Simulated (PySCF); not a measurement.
```xyz
4

Ga     0.0000     0.0000    -0.0001
H     -0.2679     1.5450     0.0021
H     -1.2041    -1.0046     0.0064
H      1.4720    -0.5404    -0.0085
```

Charge 0, multiplicity 1.

**Question.** Give the Mulliken and meta-Löwdin atomic charges from PBE0-D3(BJ)/def2-TZVP run with PySCF.

**Answer.** 
```json
[
 {"atom": "Ga1", "Mulliken (e)": "0.24", "meta-Löwdin (e)": "0.22"},
 {"atom": "H2", "Mulliken (e)": "-0.08", "meta-Löwdin (e)": "-0.07"},
 {"atom": "H3", "Mulliken (e)": "-0.08", "meta-Löwdin (e)": "-0.07"},
 {"atom": "H4", "Mulliken (e)": "-0.08", "meta-Löwdin (e)": "-0.07"}
]
```
